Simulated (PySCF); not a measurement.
Compound: C₇H₉P.
Numbering: `[CH3:1]/[CH:2]=[CH:3]/[p:4]1[cH:5][cH:6][cH:7][cH:8]1`

Geometry (GFN2-xTB, Å), atoms numbered from 1 in this order:
```xyz
17
C7H9P angstrom
C      3.2460    0.1009    0.3546
C      2.0044   -0.4022   -0.2984
C      0.7754   -0.0662    0.0676
P     -0.7035   -0.7195   -0.7778
C     -1.6567    0.8063   -0.9469
C     -2.7022    0.8247   -0.1011
C     -2.7339   -0.2881    0.8124
C     -1.7117   -1.1487    0.6592
H      3.8648    0.6239   -0.3742
H      3.0147    0.7795    1.1720
H      3.8289   -0.7343    0.7420
H      2.1507   -1.0870   -1.1240
H      0.5930    0.6157    0.8897
H     -1.4574    1.5391   -1.7105
H     -3.4520    1.6008   -0.0734
H     -3.5086   -0.3860    1.5577
H     -1.5591   -2.0469    1.2339
```

Definitions: NICS(0) = −σiso at the ring centroid; NICS(1) = −σiso and NICS(1)zz = −σzz at ±1 Å along the ring normal z. Level: GIAO PBE0/pcSseg-1 (PySCF, non-relativistic, gas phase) on the GFN2-xTB geometry, one conformer.

Ring bond lengths (Å), with Mayer bond orders in brackets: P4–C5 1.807 (1.01), C5–C6 1.345 (1.72), C6–C7 1.440 (1.13), C7–C8 1.345 (1.72), C8–P4 1.807 (1.01).

Q: What do the NICS probes read (ppm)?

A: 
```csv
ring,type,NICS(0),"NICS(1), two faces","NICS(1)zz, two faces",rms pucker (Å),"centre to ring atoms, mean (Å)"
P4–C5–C6–C7–C8,5-membered ring with P; bonds drawn aromatic by RDKit's count,-4.1,-6.0 / -5.7,-11.5 / -13.2,0.04,1.31
```

Q: What do they say, and how far can they be read as aromaticity?

A: 
- P4–C5–C6–C7–C8: mean NICS(1)zz -12.3 ppm, shielded. A hydrogen on C3, outside the ring, lies 1.94 Å from a NICS(1) probe.

Q: How equal are the bonds by HOMA? HOMA takes Krygowski's 1993 parameters.

A: 
- P4–C5–C6–C7–C8: HOMA 0.10; the largest term is that of C8–P4, α(R − Ropt)² = 1.42.

Q: What field does 14.1 T along the ring normal induce along that normal at the second NICS(1) probe listed for ring P4–C5–C6–C7–C8, 1 Å off the ring?

A: NICSzz × B0 = -13.2 ppm × 14.1 T = -186 μT, against the applied field.

Q: Give the inner angles of the rings and the Hirshfeld charges of the ring atoms.

A: 
- P4–C5–C6–C7–C8: P4 88.9° (+0.157 e), C5 111.3° (-0.108 e), C6 113.9° (-0.055 e), C7 113.9° (-0.055 e), C8 111.3° (-0.108 e); sum 539.3° against 540° for a flat convex ring.

Q: How shielded are the nuclei of the rings and their hydrogens (means over atoms taken as equivalent)?

A: 
```tsv
atoms	environment	σ isotropic (ppm)
P4	ring phosphorus	333.0
C5 (×2)	unsaturated ring CH carbon	38.4
C6 (×2)	unsaturated ring CH carbon	41.8
H14 (×2)	hydrogen on carbon	24.76
H15 (×2)	hydrogen on carbon	24.48
```

Rough CPU time on one thread of a shared machine: about 1.6 min (grids of density and orbitals included). This is the whole shielding run at PBE0/pcSseg-1, SCF included.
